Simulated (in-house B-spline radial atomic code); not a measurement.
Tl⁸⁺. Computed with a B-spline radial atomic code. Model: all-electron spherical atom, spin shells full or empty, radial basis limit, no spin-orbit coupling, Breit or QED, empty-state partial waves extrapolated as (l+1/2)^-4, RPA, G0W0 and static COHSEX of the highest shell as one setting changes (uncorrelated shells keep exact exchange).

Empty levels are discrete states of a finite basis, so the steps are uneven.

Without the two-electron picture change, core correlation of heavy ions comes too large.

Given: element Tl; charge 8; filled core Xe; hamiltonian one-electron scalar X2C; mean-field start r2SCAN; highest l of empty states 9; nuclear rms radius 5.4759 fm; lowest nl shells left uncorrelated 0; highest mean-field shell 5d up; box radius 7.7 bohr.

Shell: 4f 7 7, 5d 5 0 (electrons up and down).

| highest empty level kept (hartree) | RPA correlation energy (hartree) | G0W0 level (eV) | G0W0 minus most complete (meV) | COHSEX level (eV) | linearised minus solved G0W0 (meV) |
| --- | --- | --- | --- | --- | --- |
| 27 | -2.0063 | -139.77 | 463.9 | -141.65 | -8 |
| 54 | -2.9248 | -139.98 | 254.9 | -142.22 | -8.4 |
| 94.5 | ? | ? | ? | ? | ? |
| 162 | ? | ? | ? | ? | ? |
| 270 | -4.8363 | -140.17 | 65.8 | -142.78 | -8.8 |
| 486 | -5.2722 | -140.2 | 34.7 | -142.87 | -8.9 |
| 810 | -5.6658 | -140.21 | 18.6 | -142.92 | -8.9 |
| 1620 | -6.0161 | -140.23 | 8.2 | -142.95 | -8.9 |
| 3240 | -6.2933 | -140.23 | 2.7 | -142.97 | -8.9 |
| 6750 | -6.4282 | -140.23 | 0.6 | -142.97 | -8.9 |
| 16200 | -6.5336 | -140.23 | 0 | -142.97 | -8.9 |
| 54000 | -6.5848 | -140.23 | 0 | -142.97 | -8.9 |

Question: What follows for highest empty level kept = 94.5?

Answer: RPA correlation energy -3.5123 hartree; G0W0 level -140.07 eV; G0W0 minus most complete 166.3 meV; COHSEX level -142.47 eV; linearised minus solved G0W0 -8.6 meV.

Question: What follows for highest empty level kept = 162?

Answer: RPA correlation energy -4.2422 hartree; G0W0 level -140.13 eV; G0W0 minus most complete 105.7 meV; COHSEX level -142.66 eV; linearised minus solved G0W0 -8.7 meV.
